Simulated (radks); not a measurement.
Ir15+, configuration [Kr] 4d10 4f14 5s2.

Calculated with a radial shooting solver on a logarithmic mesh with Libxc functionals: scalar-relativistic Kohn-Sham, SCAN, spin-polarised, spherical densities, finite nucleus; meta-GGA in the generalised Kohn-Sham scheme; Fermi nuclear charge, rms radius 5.4032 fm.

Energy parts (eV):
part                       energy
total                  -483030.05
kinetic                 537018.48
electron-nucleus      -1179381.11
Hartree                 168493.22
exchange-correlation     -9160.64

Orbitals (lengths in bohr, moments of r in powers of bohr):
orbital	occ.	eigenvalue (eV)	<r^2>	<1/r>
1s	2	-76509.12	0.0004196	92.16
2s	2	-13665.21	0.006411	21.62
2p	6	-11910.42	0.005361	19.36
3s	2	-3437.939	0.04136	8.020
3p	6	-2921.595	0.04235	7.347
3d	10	-2352.386	0.03514	6.919
4s	2	-972.5736	0.2012	3.420
4p	6	-802.0691	0.2283	3.105
4d	10	-591.4813	0.2589	2.787
5s	2	-371.5285	0.8854	1.523
4f	14	-356.7299	0.3073	2.392

The highest occupied level is 4f at -356.73 eV. For comparison, the ionisation energy in NIST's Atomic Spectra Database is 356 eV (theoretical). In exact Kohn-Sham theory the highest level is minus the ionisation energy, but local and semilocal functionals leave it too shallow, through self-interaction and a potential that decays too fast; potentials with the right tail come closer. The density falls to 0.001 e/bohr^3 at r = 1.84 bohr.
